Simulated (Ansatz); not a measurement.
Computed with Ansatz on PBE0-D4/def2-TZVP structures; ΔE is electronic, products minus reactants. CCSD(T)/CBS is the MP2 limit (def2-TZVPP, def2-QZVPP) plus CCSD(T) − MP2 in def2-TZVPP, frozen cores. def2 core potentials past Kr. For Ge, Sn outer-core shells are correlated without core-valence functions, which leaves a few kJ/mol of doubt a bond. Scalar relativity is left out up to krypton. One conformer a species, not always the lowest.

`[Cl][SnH]([Cl])[Cl]` + `[SH][GeH3]` → `[SH][SnH]([Cl])[Cl]` + `[Cl][GeH3]`  (redistribution)

`[Cl][SnH]([Cl])[Cl]`:

```xyz
5

Cl   -0.752    0.035   -2.114
Sn    0.098   -0.134    0.016
Cl   -1.686   -0.222    1.464
Cl    1.245    1.811    0.455
H     1.095   -1.490    0.179
```

`[SH][GeH3]`:

```xyz
6

S     1.456    0.547    0.738
Ge   -0.379    0.028   -0.406
H     1.251   -0.375    1.693
H    -1.629    0.241    0.461
H    -0.319   -1.430   -0.885
H    -0.380    0.989   -1.601
```

`[SH][SnH]([Cl])[Cl]`:

Z-matrix (Å, degrees):
```
Sn
Cl 1 2.316
Cl 1 2.309 2 108.3
S 1 2.375 2 108.8 3 114.2
H 1 1.697 2 107.7 3 -117.9
H 4 1.345 1 92.1 2 48.3
```

`[Cl][GeH3]`:

Cartesian coordinates in Å:
```
Cl 0.585 -0.078 -1.905
Ge -0.047 0.006 0.153
H -1.460 -0.581 0.215
H -0.027 1.480 0.571
H 0.949 -0.827 0.966
```

```
              species  MP2/CBS(def2) energy (Eh)
`[Cl][SnH]([Cl])[Cl]`                -1594.01403
         `[SH][GeH3]`                -2476.25089
`[SH][SnH]([Cl])[Cl]`                -1532.59360
         `[Cl][GeH3]`                -2537.67298
```

Question: Work out ΔE.

Answer: ΔE = (-1532.59360) + (-2537.67298) − (-1594.01403) − (-2476.25089) = -0.00166 Eh = -0.05 eV. CCSD(T)/CBS gives -0.03 eV.

Question: What do rigid-rotor, harmonic-oscillator terms from PBE0-D4/def2-TZVP frequencies (298.15 K, 1 bar) make of the CCSD(T)/CBS value? (Best estimate.)

Answer: Ansatz gave: ΔZPE = 0.00 eV, ΔH = -0.03 eV, ΔS = 10 J/(mol·K), ΔG = -0.06 eV. Modes under 50 cm⁻¹ make the entropy rough.

Largest T1 diagnostic among the species: 0.011.

Leaving LDA and LC-ωPBE aside and taking each functional with its dispersion term where it has one, the values, not all of them listed here, spread over 0.03 eV, from BHLYP-D4 to B97M-V.
